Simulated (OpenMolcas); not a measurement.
# Co2+: ligand-field states by method

Co2+ with its 6 nearest oxide ions at 2.223 Å, on the Ca site of CaO (a = 4.8105 Å, distance in the model lattice 2.405 Å). The rest of the host is ab initio model potentials to 7.6 Å, with orthogonalisation functions on the cations behind the ligands, and point charges beyond; the distance is set by hand and nothing relaxes. Ligand basis ANO-RCC-VDZP.
```
Co    0.0000    0.0000    0.0000
O     2.2230    0.0000    0.0000
O     0.0000    2.2230    0.0000
O    -2.2230    0.0000    0.0000
O     0.0000   -2.2230    0.0000
O     0.0000    0.0000    2.2230
O     0.0000    0.0000   -2.2230
```

```yaml
Program: OpenMolcas 26.06
Basis: ANO-RCC-VTZP [6s5p3d2f1g]
Scalar_Hamiltonian: DKH2, point nucleus
Active_space: 7 electrons in 5 orbitals (3d)
State_averaging: 2S+1 = 4 even, 10 roots; 2S+1 = 2 even, 40 roots
Spin-orbit_coupling: RASSI with atomic mean-field integrals over the reference wave functions
```

I. CASSCF
II. SS-CASPT2, IPEA 0.25 Eh, imaginary shift 0.1 Eh (closed shells correlated: 3s 3p and the ligand valence shells)

Spin-free states (labels of O, the rotations of Oh) in cm-1, each column counted from its own energy of the first state listed:

```tsv
State	Degeneracy	I	II
4T1	3	0	0
4T2	3	5492	7110
4A2	1	12009	15360
2E	2	15306	11360
2T1	3	19743	15930
2T2	3	19807	16190
4T1	3	22502	19910
2A1	1	23506	20700
2T1	3	25279	19260
2T2	3	27613	23720
2T1	3	28200	25800
2E	2	30153	27110
2T2	3	33012	29810
2E	2	33151	31530
2T1	3	33246	31630
2T2	3	45594	37320
2T1	3	46271	39170
2A2	1	47142	39800
2T2	3	70315	58440
2E	2	70446	59620
```

From I to II, I's first state of the same spin (4T2) moves from 5492 to 7110 cm-1, by about +1600 cm-1.

From I to II, I's first state of another spin (2E) moves from 15306 to 11360 cm-1, by about -3900 cm-1.

I: A least-squares ligand-field fit to the states below 45000 cm-1, each weighted by its degeneracy and with a free common offset, gives 10Dq = 6326 cm-1, B = 1198 cm-1 and C = 4410 cm-1 (C/B = 3.68), with an rms deviation of 61 cm-1. The same method and metal basis give the free ion B = 1229 cm-1 (fit to its terms below 60000 cm-1, rms deviation 20 cm-1), so the nephelauxetic ratio is β = 1198 / 1229 = 0.97; it hangs on how both fits weigh the states, and computed free-ion B values tend to be too large, so β mixes covalency with correlation.

χT at 300 K: I 3.63, II 3.56 cm3 K/mol.

Roots that are degenerate in the reference are averaged as groups; the widest CASPT2 spread within a group is 290 cm-1 (the 3-fold group of multiplicity 4 near 7110 cm-1 above the lowest state of its run, II). Shifts and gaps below about the spread of the groups concerned are not significant. Over all roots computed the reference weight is 0.69 to 0.71 in II; a low but even weight reflects the number of correlated electrons. An orbital triplet at a regular site is open to Jahn-Teller coupling, which can distort the site and quench the lowest spin-orbit gaps and is left out. Ligand-to-metal charge-transfer states are missing. Without dynamic correlation the repulsion within the d shell is too large (B by tens of per cent), so at a given field states of lower spin stand too high (holds for I). With no ligand orbital active B as a rule stays too high, so bands that hang on it stand too high and its fall with covalency is understated (holds for I). With metal d orbitals alone and no dynamic correlation 10Dq can be off by a tenth to a fifth, either way, in oxide and fluoride hosts (holds for I). A single d shell leaves out the double-shell effect, which counts most for late 3d ions, where the CASPT2 field can be off either way by tens of per cent (holds for II). These CASPT2 states fit no ligand-field parameters well, so their order and spin gaps are uncertain (holds for II). For late 3d ions with one d shell CASPT2 can put B and the spin-flip bands somewhat low as well as high (holds for II). With one d shell and no ligand orbital active, 10Dq can be off by tens of per cent for divalent 3d ions, low with halides held by bare charges and at times high in hosts (holds for II). Free-ion shares, where given, are those of the reference states; single-state CASPT2 does not remix them (holds for II). No measured value stands beside these numbers; the geometry was set by hand and not optimised.
